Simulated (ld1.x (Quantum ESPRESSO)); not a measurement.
# Building the TM potential for gallium (PW91, scalar-relativistic).

Input for ld1.x (Quantum ESPRESSO) 7.5:

```
&input
   title='Ga', zed=31., rel=1, dft='PW91', iswitch=3,
   config='[Ar] 3d10 4s2 4p1',
   nld=3, rlderiv=2.25, eminld=-3.0, emaxld=5.0, deld=0.02
 /
 &inputp
   pseudotype=2, tm=.true., lloc=-1, rcloc=0.90,
   nlcc=.false.,
   file_pseudopw='Ga.UPF', file_wfcaegen='ae.wfc', file_wfcncgen='nc.wfc', file_beta='beta', file_chi='chi'
 /
3
4S  1  0   2.00   0.00  1.35  1.35  0.0
4P  2  1   1.00   0.00  2.05  2.05  0.0
3D  3  2  10.00   0.00  0.75  0.75  0.0
 &test
   configts(1)='3d10 4s2 4p1'
 /
```

Command:

```bash
ld1.x < Ga.in > Ga.out
```

Resulting log (shortened: banner, matrices, multipoles, cross overlaps and the repeated all-electron block are left out):

```
Program LD1 v.7.5
     --------------------------- All-electron run ----------------------------

     Ga
     scalar relativistic calculation

     atomic number is 31.00
     dft =PW91   lsd =0 sic =0 latt =0  beta=0.20 tr2=1.0E-14
     Exchange-correlation= PW91
                           (   1   4   2   2   0   0   0)
     mesh =1205 r(mesh) = 101.09016 a.u. xmin = -7.00 dx = 0.01250
     1 Ry =  13.60569312 eV, c = 137.03599908

     n l     nl                  e(Ry)          e(Ha)          e(eV)
     1 0     1S 1( 2.00)      -752.0354      -376.0177    -10231.9624
     2 0     2S 1( 2.00)       -92.7987       -46.3994     -1262.5910
     2 1     2P 1( 6.00)       -80.7975       -40.3988     -1099.3062
     3 0     3S 1( 2.00)       -10.8867        -5.4433      -148.1207
     3 1     3P 1( 6.00)        -7.2698        -3.6349       -98.9107
     3 2     3D 1(10.00)        -1.4138        -0.7069       -19.2360
     4 0     4S 1( 2.00)        -0.6631        -0.3316        -9.0221
     4 1     4P 1( 1.00)        -0.1925        -0.0962        -2.6188

     final scf error:  8.4E-16 reached in  29 iterations

     Etot =   -3888.781484 Ry,   -1944.390742 Ha,  -52909.567497 eV

     Ekin =    3954.825603 Ry,    1977.412802 Ha,   53808.143515 eV
     Encl =   -9370.485331 Ry,   -4685.242666 Ha, -127491.947829 eV
     Eh   =    1678.741281 Ry,     839.370641 Ha,   22840.438705 eV
     Exc  =    -151.863038 Ry,     -75.931519 Ha,   -2066.201887 eV

     normalization and overlap integrals

     s(1S/1S) =  1.000000  <r> =   0.0486  <r2> =    0.0032  r(max) =   0.0319
     s(2S/2S) =  1.000000  <r> =   0.2178  <r2> =    0.0560  r(max) =   0.1833
     s(2P/2P) =  1.000000  <r> =   0.1907  <r2> =    0.0446  r(max) =   0.1464
     s(3S/3S) =  1.000000  <r> =   0.6518  <r2> =    0.4907  r(max) =   0.5647
     s(3P/3P) =  1.000000  <r> =   0.6791  <r2> =    0.5442  r(max) =   0.5647
     s(3D/3D) =  1.000000  <r> =   0.8105  <r2> =    0.8629  r(max) =   0.5305
     s(4S/4S) =  1.000000  <r> =   2.3362  <r2> =    6.3538  r(max) =   1.8984
     s(4P/4P) =  1.000000  <r> =   3.4225  <r2> =   14.2528  r(max) =   2.5307

     ------------------------ End of All-electron run ------------------------

     --------------------- Generating NC pseudopotential ---------------------

      Generating local potential from pseudized AE potential:
      Matching radius rcloc =   0.9000

      Local pseudo, rcloc= 0.897 Estimated cut-off energy=    30.76 Ry

      Wfc   4S  rcut= 1.338  Using Troullier-Martins method

      Wfc   4P  rcut= 2.046  Using Troullier-Martins method

      Wfc   3D  rcut= 0.753  Using Troullier-Martins method

     ------------------- End of pseudopotential generation -------------------

     Computing logarithmic derivative in   2.24742
     Message from routine run_pseudo:
     Warning: convergence not achieved
     Computing logarithmic derivative in   2.24742
     Computing the partial wave expansion
     R is outside the sphere for l=    0 j= 0.00
     R is outside the sphere for l=    1 j= 0.00
     R is outside the sphere for l=    2 j= 0.00

     ---------------------- Testing the pseudopotential ----------------------

     Ga
     scalar relativistic calculation

     atomic number is 31.00   valence charge is 13.00
     dft =PW91   lsd =0 sic =0 latt =0  beta=0.20 tr2=1.0E-14
     mesh =1205 r(mesh) = 101.09016 xmin = -7.00 dx = 0.01250

     n l     nl             e AE (Ry)        e PS (Ry)    De AE-PS (Ry)
     3 2     3D   1(10.00)       -1.41382       -1.41380       -0.00003
     1 0     4S   1( 2.00)       -0.66311       -0.66311       -0.00001
     2 1     4P   1( 1.00)       -0.19248       -0.19248       -0.00000

     eps = 4.4E-12  iter =201

     Etot =   -3888.781484 Ry,   -1944.390742 Ha,  -52909.567497 eV
     Etotps =  -154.002815 Ry,     -77.001408 Ha,   -2095.315044 eV

     Ekin =     241.317577 Ry,     120.658789 Ha,    3283.292902 eV
     Encl =    -437.216130 Ry,    -218.608065 Ha,   -5948.628495 eV
     Ehrt =     144.558909 Ry,      72.279455 Ha,    1966.824160 eV
     Ecxc =     -20.845684 Ry,     -10.422842 Ha,    -283.619984 eV
     Epseu=     -81.817488 Ry,     -40.908744 Ha,   -1113.183627 eV

     ---------------------- End of pseudopotential test ----------------------
```

Note: ghost state, extra bound levels that the all-electron valence spectrum of the same l lacks: s at -134.1 eV. A true bound ghost makes a file unfit for plane-wave use.

Generation and configuration tests took about 3.6 s on one core of a shared server CPU.
